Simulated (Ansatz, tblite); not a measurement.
Two members of one family (Series MnX2), computed with Ansatz in the gas phase. The two geometries come from different levels. HOMO and LUMO are taken over both spins. Binding counts from free atoms in the multiplicity of their measured ground term, without zero-point energy. Names give formal oxidation states. The structures are stationary points that may keep the symmetry of their start. Remarks come from the PBE and PBE0 runs and from stability tests at other levels; not every state was tested.

First: Mn(SH)2 (sextet, charge 0, PBE-D4/def2-TZVP geometry).

```xyz
5

Mn    0.315    0.305    0.021
S    -0.981    1.457    1.459
H    -2.107    1.284    0.721
S     1.514   -0.940   -1.424
H     1.259   -2.106   -0.776
```

| level | HOMO (eV) | LUMO (eV) | gap (eV) | binding per atom (eV) |
| --- | --- | --- | --- | --- |
| PBE-D4/def2-SVP | -5.62 | -3.83 | 1.79 | 2.81 |
| PBE-D4/def2-TZVPD | -6.04 | -4.09 | 1.94 | 2.87 |
| revPBE-D4/def2-TZVP | -5.88 | -3.86 | 2.02 | 2.78 |
| r2SCAN-D4/def2-TZVP | -6.24 | -3.35 | 2.89 | 2.83 |
| HSE06-D4/def2-TZVP | -6.79 | -3.02 | 3.76 | 2.74 |

Metal–donor distances: 2 × S 2.25 Å. Remarks: spin-contaminated (⟨S²⟩ up to 2.70) (doublet), spin-contaminated (⟨S²⟩ up to 4.57) (quartet).

Second: Mn(NH2)2 (sextet, charge 0, r2SCAN-D4/def2-TZVP geometry).

```xyz
7

Mn   -0.0019    0.0025    0.0020
N     0.3811   -1.0401    1.5229
H     0.9553   -0.7607    2.3067
H     0.0482   -1.9786    1.7016
N    -0.3806    1.0413   -1.5226
H    -1.1598    1.6759   -1.6327
H     0.1578    1.0597   -2.3779
```

Question: Estimate how these quantities change from the first to the second (second minus first).

Answer: 
```tsv
level	Δ HOMO (eV)	Δ LUMO (eV)	Δ gap (eV)	Δ binding per atom (eV)
PBE-D4/def2-SVP	1.67	1.40	-0.27	0.43
PBE-D4/def2-TZVPD	1.31	1.14	-0.17	0.44
revPBE-D4/def2-TZVP	1.45	1.22	-0.23	0.41
r2SCAN-D4/def2-TZVP	1.41	1.39	-0.02	0.33
HSE06-D4/def2-TZVP	1.19	1.12	-0.07	0.39
```

Metal–donor distances: 2 × N 1.88 Å. The relaxed quartet lies at 0.82 eV (PBE-D4/def2-TZVP) to 1.60 eV (PBE0-D4/def2-TZVP) from the sextet. Remarks: spin-contaminated (⟨S²⟩ up to 2.38) (doublet), spin-contaminated (⟨S²⟩ up to 4.04) (quartet).
